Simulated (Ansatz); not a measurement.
H₆O₃Si₂ (`O[SiH](O)O[SiH3]`) at its PBE0-D4/def2-TZVP geometry, where that method's forces vanish. Charge 0, multiplicity 1.

```xyz
11

O    -1.4250   -1.9575    0.2542
Si   -1.0676   -0.3668    0.2961
O    -0.4443    0.1136    1.7341
O     0.0740    0.0068   -0.7933
Si    1.4150    0.9236   -1.0191
H    -0.7064   -2.5886    0.3194
H    -2.3397    0.3112   -0.0081
H    -0.9693   -0.0307    2.5222
H     1.1795    2.3170   -0.5619
H     1.7208    0.9236   -2.4706
H     2.5630    0.3480   -0.2731
```

What forces (eV/Å) does r2SCAN-D4/def2-TZVPP give on these atoms in the Gaussian-basis code of Ansatz? (Best estimate.)

The calculation gave: 
```
O1  -0.046 -0.039 -0.015
Si2 -0.077  0.022 -0.001
O3   0.044  0.036  0.020
O4   0.016 -0.001 -0.037
Si5  0.025  0.023 -0.012
H6   0.019 -0.017  0.002
H7   0.030 -0.021  0.001
H8  -0.010 -0.001  0.031
H9   0.015 -0.027 -0.009
H10  0.005  0.006  0.040
H11 -0.020  0.020 -0.019
```
